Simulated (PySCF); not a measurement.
# `Fc1ccc(/C=C/Cl)cc1`, C8H6ClF

Molfile (atoms numbered from 1):
```
C8H6ClF
     RDKit          3D

 16 16  0  0  0  0  0  0  0  0999 V2000
   -2.7060    0.2539    0.5077 F   0  0  0  0  0  0  0  0  0  0  0  0
   -1.4264    0.1747    0.1521 C   0  0  0  0  0  0  0  0  0  0  0  0
   -0.6259    1.3103    0.2375 C   0  0  0  0  0  0  0  0  0  0  0  0
    0.7091    1.2259   -0.1329 C   0  0  0  0  0  0  0  0  0  0  0  0
    1.2641    0.0179   -0.5911 C   0  0  0  0  0  0  0  0  0  0  0  0
    2.6644   -0.1247   -0.9924 C   0  0  0  0  0  0  0  0  0  0  0  0
    3.5911    0.8408   -0.9825 C   0  0  0  0  0  0  0  0  0  0  0  0
    5.2204    0.5788   -1.4734 Cl  0  0  0  0  0  0  0  0  0  0  0  0
    0.4239   -1.1044   -0.6633 C   0  0  0  0  0  0  0  0  0  0  0  0
   -0.9160   -1.0359   -0.2958 C   0  0  0  0  0  0  0  0  0  0  0  0
   -1.0617    2.2454    0.5938 H   0  0  0  0  0  0  0  0  0  0  0  0
    1.3286    2.1221   -0.0620 H   0  0  0  0  0  0  0  0  0  0  0  0
    2.9699   -1.1199   -1.3300 H   0  0  0  0  0  0  0  0  0  0  0  0
    3.4010    1.8685   -0.6662 H   0  0  0  0  0  0  0  0  0  0  0  0
    0.8326   -2.0545   -1.0167 H   0  0  0  0  0  0  0  0  0  0  0  0
   -1.5707   -1.9073   -0.3512 H   0  0  0  0  0  0  0  0  0  0  0  0
  1  2  1  0
  2  3  1  0
  3  4  2  0
  4  5  1  0
  5  6  1  0
  6  7  2  0
  7  8  1  0
  5  9  2  0
  9 10  1  0
 10  2  2  0
  3 11  1  0
  4 12  1  0
  6 13  1  0
  7 14  1  0
  9 15  1  0
 10 16  1  0
M  END
```

Method used: quadratic response CAM-B3LYP/aug-cc-pVDZ first hyperpolarisability, Taylor convention, gas phase in PySCF 2.14.0. Geometry: PBE0-D3(BJ)/def2-SVP.

Q: Give the tensor of the second harmonic β(−2ω;ω,ω) at 1064 nm in the axes of these coordinates.

A: In au, Taylor convention; rows are the first index (the induced dipole):
```
       xx     yy     zz     xy     xz     yz
x  -109.4  +38.9  -17.6  +18.2  +26.7  +10.3
y   +32.0  +38.9   +1.5  +38.6   +6.1   -2.3
z   +30.9   -2.3  +13.8   +9.6  -16.4   +0.1
```
Norm of βᵢ = ⅓ Σⱼ (βᵢⱼⱼ + βⱼᵢⱼ + βⱼⱼᵢ): 114.5 au, hyper-Rayleigh value 57.4 au.
